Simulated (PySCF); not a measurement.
H₃Ti, SMILES [TiH3+] (connectivity only; charge and spin as stated), charge +1, multiplicity 1. Atoms are numbered in the order given.

```xyz
4

Ti     0.0884    -0.1230     0.0000
H     -0.2141     1.6677     0.4096
H     -1.5169    -0.6286     0.0000
H     -0.2141     1.6677    -0.4096
```
Charge +1, spin multiplicity 1.

The structure is a stationary point at ωB97X-D3(BJ)/def2-TZVPD. The multiplicity is an assumed one; other spin states were not compared.

All values below come from M06-2X/def2-TZVPD run with PySCF.

Isolated molecule, no solvent.

Estimate the frontier levels, gap, dipole moment and polarisability. (An estimate is asked for; the answer gives what the named calculation found.)


The highest occupied level is -12.53 eV. The lowest empty level comes out as -7.07 eV and the orbital gap is 5.46 eV. The dipole moment about the centre of nuclear charge is 0.729 e·Å. The mean static polarisability is 32.9 bohr³ (4.87 Å³) and the polarisability, principal values comes out as 19.3, 37.8, 41.5 bohr³.
